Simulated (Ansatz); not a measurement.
Consider the atomization: `B[Se][SiH2]F` → B• + F• + 4 H• + Se• + Si•.

Calculated with Ansatz (gas phase, PBE0-D4/def2-TZVP geometries, no zero-point term in ΔE). CCSD(T)/CBS adds triple-zeta CCSD(T) − MP2 to the extrapolated MP2 energy (def2 sets, frozen cores). This one scheme is used for every species, atoms too. DFT in def2-TZVPP. B3LYP here is the variant with VWN-RPA as its local correlation; programs differ in this. Open shells (•) are unrestricted, without spin–orbit coupling. Spin–orbit coupling would lower the free atoms: a little for B, F, Si; clearly for Se. Bonds to Se are less sure, by a few kJ/mol each and by 10 to 20 or more in all where they break to atoms, as the def2 sets lack core-valence functions. Scalar relativity is left out up to krypton. One conformer a species, not always the lowest.

CCSD(T)/CBS gives +2676.4 kJ/mol.

Question: Another level gave +2632.0 kJ/mol. Which?
A. r2SCAN-D4/def2-TZVPP
B. MP2/def2-TZVPP
C. CCSD(T)/def2-TZVPP
D. B3LYP/def2-TZVPP

Answer: D. B3LYP 2632.0, r2SCAN-D4 2682.6, MP2/def2-TZVPP 2646.4, CCSD(T)/def2-TZVPP 2601.1 kJ/mol.

Largest T1 diagnostic among the species: 0.014.

In def2-TZVPP, CCSD(T) changes the Hartree–Fock value by +572.7 kJ/mol (the triples alone add +35.5 kJ/mol) and MP2 by +618.0 kJ/mol; breaking electron pairs costs correlation energy, which Hartree–Fock lacks. The D4 term adds +28.8 kJ/mol with B3LYP and +14.8 kJ/mol with PBE0; it sums over pairs of atoms, weighted by their polarisabilities, and B3LYP, whose exchange is more repulsive, gets the larger term.

For atomizations the MP2-based limit and the directly extrapolated one differ by several kJ/mol either way, and by 10 to 25 for some Ge, Se and Sn compounds, so smaller differences from it don't rank the levels.
